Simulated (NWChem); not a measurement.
Molecule: C₂H₅O, doublet; SMILES C[CH]O

```xyz
8

C     -0.2169    -1.2206    -0.0074
C      0.4929     0.0798    -0.1426
O     -0.2802     1.1777     0.1651
H      0.4050    -2.0347    -0.3947
H     -0.4710    -1.4622     1.0401
H     -1.1593    -1.2092    -0.5697
H      1.5566     0.1535     0.0908
H      0.2652     1.9749     0.0900
```
Atoms are numbered in this order, from 1.

Program: NWChem. Spin-unrestricted. Structure relaxed at the B3LYP/6-31G* (spherical d), spin-unrestricted level. No stability test was run on the SCF state. Level: M06-2X/def2-SVP with SMD (1 M gas to 1 M solution), gas-phase geometry. Reactions with the solvent are ignored.

| solvent | dielectric constant | solvation free energy (kcal/mol) | cavity-dispersion-structure term (kcal/mol) | dipole in solution (D) |
|---|---|---|---|---|
| water | 78.4 | -3.4 | ? | ? |
| N,N-dimethylformamide | 37.2 | -3.4 | -0.2 | 1.62 |
| tetrahydrofuran | 7.43 | -3.3 | -0.5 | 1.58 |
| 1,4-dioxane | 2.21 | -2.0 | -0.3 | 1.50 |

Q: Some entries are withheld; supply them.

A: 
- water, cavity-dispersion-structure term (kcal/mol): 3.2
- water, dipole in solution (D): 1.79
